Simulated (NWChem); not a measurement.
Species: octafluorocyclobutane (C$_{4}$F$_{8}$); SMILES FC1(F)C(F)(F)C(F)(F)C1(F)F

```xyz
12

F     -0.6953     1.5847    -1.2407
C     -0.4442     1.0123    -0.0502
F     -0.8017     1.8269     0.9526
C      1.0123     0.4442     0.0502
F      1.8269     0.8017    -0.9526
F      1.5847     0.6953     1.2407
C      0.4442    -1.0123    -0.0502
F      0.8017    -1.8269     0.9526
F      0.6953    -1.5847    -1.2407
C     -1.0123    -0.4442     0.0502
F     -1.8269    -0.8017    -0.9526
F     -1.5847    -0.6953     1.2407
```
Atoms are numbered in this order, from 1.

All runs: NWChem. Pople sets run with spherical d functions. STO-3G and 3-21G are far too small for this property and stand as cheap habits. All runs use the structure optimised with B3LYP/6-31G* (spherical d). Not confirmed as a minimum by frequencies. B3LYP is NWChem's, with the RPA form of VWN correlation. Field at 589 nm.

For level B3LYP/6-31G*:

```
Property                          Value
--------------------------------  -----
isotropic polarisability (bohr³)   41.7
anisotropy (bohr³)                  0.8
```

Question: How do the values read with level B3LYP/STO-3G instead?

Answer: isotropic polarisability (bohr³): 26.5
anisotropy (bohr³): 3.0
